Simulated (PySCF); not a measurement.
# Caesium: a sound run and one with changed settings

Sound run: Cs [Xe] 6s1, Cs⁺ [Xe]. Computed with PySCF 2.14 in def2-TZVP with the def2 core potential (46 electrons) (5s3p3d, 29 functions), with scalar relativity through the core potential. The sound run starts from symmetry-adapted Hartree-Fock orbitals and uses a fine grid where one is needed.

Changed run: initial guess minao, at most 5 SCF cycles. This setting is unsound on purpose.

| species | method | sound run (hartree) | changed run (hartree) | converged |
| --- | --- | --- | --- | --- |
| Cs | UHF | -19.85520 | -19.85520 | no |
| Cs | TPSS | -20.14471 | -20.14471 | no |
| Cs | PBE | -20.14714 | -20.14714 | no |
| Cs⁺ | UHF | -19.72686 | -19.72686 | yes |
| Cs⁺ | TPSS | -20.00646 | -20.00646 | yes |
| Cs⁺ | PBE | -20.00100 | -20.00100 | yes |

The SCF was stopped early; the energies are upper bounds that still move, and correlated levels were skipped or rest on poor orbitals.
